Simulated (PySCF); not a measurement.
CrO2Cl2, SMILES [O]=[Cr](=[O])([Cl])[Cl], multiplicity 1. Atoms are numbered in the order given.

```xyz
5

Cr     0.0000     0.0000     0.3569
O      0.0000     1.2662     1.2624
O      0.0000    -1.2662     1.2624
Cl    -1.7573     0.0000    -0.8460
Cl     1.7573     0.0000    -0.8460
```

Geometry optimised at PBE-D3(BJ)/def2-SVP. The spin state was assumed, not searched. The isomer is the one that the SMILES or the coordinates give; other isomers of the formula were not compared.

Calculation: PySCF with HF/def2-TZVP.

Symmetry labels are those of the subgroup C2v that the program uses (full group C2v).

Computed valence orbital energies around the gap with their symmetry:
```
orbital  symmetry  energy (eV)
-------  --------  -----------
HOMO−7         A1       -16.81
HOMO−6         A1       -15.45
HOMO−5         B2       -15.35
HOMO−4         B1       -14.89
HOMO−3         A1       -14.31
HOMO−2         B2       -13.65
HOMO−1         A2       -13.22
HOMO           B1       -13.02
LUMO           A1        -1.33
LUMO+1         B1        -1.31
LUMO+2         A2        -0.90
LUMO+3         A1         0.50
```
